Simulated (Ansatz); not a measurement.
```yaml
crystal:
  periodic: [false, false, false]
  atoms:
    - {symbol: N, position_ang: [1.925378, -1.092185, 1.077400]}
    - {symbol: C, position_ang: [1.030126, -0.609278, 0.539955]}
    - {symbol: Si, position_ang: [-0.394400, 0.176655, -0.290268]}
    - {symbol: F, position_ang: [-1.487869, -0.920276, -0.527742]}
    - {symbol: F, position_ang: [0.087632, 0.719228, -1.679004]}
    - {symbol: Cl, position_ang: [-1.118867, 1.661857, 0.833359]}
basis:
  gaussian: {orbitals: cc-pCVTZ}
total_charge: -2
hamiltonian: {xc: {name: PBEsol}, dispersion: d3bj}
scf: {lower_state_search: off}
output: {forces: true}
```

```sh
$ ansatz run in.yaml --threads 4 --pin off --events-out ev --progress --plain --max-ram 10444MiB
```

Shortened log:

```
Functional definition: PBEsol
1607 factors; their error is unknown
mean field evaluation 1: about -28266.1524 eV, gradient 9.0e1 eV
mean field evaluation 2: about -27885.2786 eV, gradient 2.7e2 eV
mean field evaluation 4: about -28271.1414 eV, gradient 6.9e1 eV
mean field evaluation 8: about -28285.8125 eV, gradient 9.4e0 eV
mean field evaluation 16: about -28286.1688 eV, gradient 1.0e0 eV
mean field -28286.15964186 eV, -1039.4971937906 hartree, gradient 2.6e-6 eV, S^2 0.000000; 0 other end points of the search recorded, 0 dependent functions left out
reference -28286.15967622 eV, -1039.4971950533 hartree; 32, 32 occupied and 258, 258 virtual orbitals, 1607 factors
WARN: the results are in doubt because the forces break the atoms' symmetry
Total energy: -28286.22404329 eV, -1039.4995604995 hartree
Atom 0 at     1.925378    -1.092185     1.077400 Å, force     6.701433    -3.504399     3.649084 eV/Å
Atom 1 at     1.030126    -0.609278     0.539955 Å, force    -7.622842     3.685745    -3.170567 eV/Å
Atom 2 at    -0.394400     0.176655    -0.290268 Å, force     4.945585    -1.396367     2.958565 eV/Å
Atom 3 at    -1.487869    -0.920276    -0.527742 Å, force    -2.540602    -1.807912    -1.138520 eV/Å
Atom 4 at     0.087632     0.719228    -1.679004 Å, force    -0.129372     1.065482    -3.945817 eV/Å
Atom 5 at    -1.118867     1.661857     0.833359 Å, force    -1.354203     1.957451     1.647255 eV/Å
Dipole moment:    -1.348193     0.675586    -0.360158 e Å
In doubt: the forces break the atoms' symmetry
Checks for a lower state left out: stability, starts, cluster_reference, orbital_swaps, neighbouring_geometries, increment
```

Problem. What is wrong with this run?

Solution. The charge is far from anything that the molecule holds. Self-consistency was reached. The result belongs to that input, not to the molecule as meant.
